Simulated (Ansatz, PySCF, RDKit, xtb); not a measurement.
Torsion H3–O1–Bi2–H4 in BiH3O (SMILES [OH][BiH2]); at each angle all else is relaxed with GFN2-xTB, and the levels are single points there.
Geometry at 300° (charge 0, multiplicity 1):
```
atom    x (Å)    y (Å)    z (Å)
----  -------  -------  -------
O      1.3350  -0.4163  -0.1185
Bi    -0.7060  -0.2104   0.3375
H      1.8084   0.3558   0.1832
H     -0.3993  -0.0813   2.0887
H     -0.6528   1.5691   0.2670
```

```
level                                                  energy at 60° less that at 300° (meV)  cost
-----------------------------------------------------  -------------------------------------  ----
UFF                                                                                     -4.3     -
GFN1-xTB                                                                                52.1     -
GFN2-xTB                                                                               127.8     -
HF/def2-TZVPP                                                                           95.3     -
PBE-D3(BJ)/def2-TZVPP                                                                   65.0    ×1
BLYP-D3(BJ)/def2-TZVPP                                                                  59.2    ×1
BLYP-D4/def2-TZVPP                                                                      59.6    ×1
r2SCAN-D3(BJ)/def2-TZVPP                                                                70.3    ×2
B3LYP-D3(BJ)/def2-TZVPP                                                                 69.5    ×1
PBE0/def2-TZVPP                                                                         75.7    ×1
MP2/def2-QZVPP                                                                          71.0   ×10
SCS-MP2/def2-TZVPP                                                                      78.4     -
CCSD(T)/def2-TZVPP                                                                      75.4    ×9
MP2/CBS(def2-TZVPP, def2-QZVPP) + ΔCCSD(T)/def2-TZVPP                                   65.4   ×20
```

The rows run from -4.3 (UFF) to 127.8 meV (GFN2-xTB).

On the grid 0° to 330°, 60° is the highest and 300° the lowest point at MP2/CBS(def2-TZVPP, def2-QZVPP) + ΔCCSD(T)/def2-TZVPP.

Correlated levels freeze the cores. Filled d and f shells under p-block atoms count as core. CBS: X⁻³ extrapolation of the correlation energy, Hartree–Fock from the larger set.

The values were computed with Ansatz (Gaussian basis) for Hartree–Fock, density functionals and correlated methods; PySCF for the dispersion terms; RDKit for the force fields; xtb for the GFN methods. Each number belongs to the level named beside it. In def2 rows elements past Kr take small-core potentials, without spin–orbit coupling.

Costs are rough ratios of core time to PBE/def2-TZVPP (about 2.5 s over the structures, on one shared machine); a dash marks a level with no comparable run of its own.

Ansatz is a program for electronic structure.
